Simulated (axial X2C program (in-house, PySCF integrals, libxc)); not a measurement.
**Working with the constants of ZrH⁺**

A bond curve at the CCSD(T) level, two-component, was computed with an in-house all-electron X2C program for linear molecules (integrals from PySCF) (basis Zr dyall-cv3z [11s12p9d6f3g], H dyall-v3z [6s2p1d] (cores contracted in-house)) for the state Ω = 1 (⟨Sz⟩ = -0.98, ⟨Lz⟩ = 1.98 at HF). Its fit gives Re = 1.8068 Å, ωe = 1764.6 cm⁻¹, ωexe = 21.5 cm⁻¹ and αe = 1.014e-01 cm⁻¹; the masses are 89.9047 and 1.0078 u. Two-component means X2C with spin–orbit coupling and atomic mean-field Coulomb and Gaunt terms.

Correlated methods: 12 electrons correlated (number of frozen shells: Zr 3 s, 2 p, 1 d; H none), 242 virtual spin orbitals or spinors in MP2, 90 natural virtuals in coupled cluster.

**Question.** Find the reduced mass, Be and the force constant.

**Answer.** From the CCSD(T) values: μ = 0.9966 u. Be = 16.8576/(μ Re²) = 5.181 cm⁻¹. k = 5.8918×10⁻⁷ μ ωe² = 1.83 mdyn/Å.

**Question.** Estimate the centrifugal constant by the Kratzer relation.

**Answer.** D = 4Be³/ωe² = 1.79e-04 cm⁻¹.

**Question.** Scale the constants to the deuteride (D 2.0141 u) within the Born–Oppenheimer picture.

**Answer.** ρ = √(μH/μD) = 0.7113; ωe = 1255.1, ωexe = 10.9, Be = 2.621 cm⁻¹; the zero-point energy falls by 252 cm⁻¹.

**Question.** A Morse curve ties αe to the other constants (Pekeris). How well does that hold?

**Answer.** αe(Morse) = 6Be²/ωe × (√(ωexe/Be) − 1) = 9.466e-02 cm⁻¹; the CCSD(T) curve gives 1.014e-01 cm⁻¹, a ratio of 0.93.

**Question.** Where do the fundamental and the first overtone lie?

**Answer.** ν(1←0) = ωe − 2ωexe = 1721.6 cm⁻¹; ν(2←0) = 2ωe − 6ωexe = 3400.2 cm⁻¹.

The state is one determinant whose occupation by symmetry is held fixed; it was picked as the lowest of a PBE0 search that is not exhaustive. CCSD and (T) use frozen natural virtuals with an MP2 correction for the truncation; (T) itself is uncorrected, so its De runs slightly low. Other states lie close and PBE0, whose exact exchange favours high spin, may order them wrongly; the determinant shown need not be the ground state. The nearest other 2c determinant of the search, Ω = 2, lies 0.10 eV up at the distance of the search. With several unpaired electrons one determinant need not be a pure state.
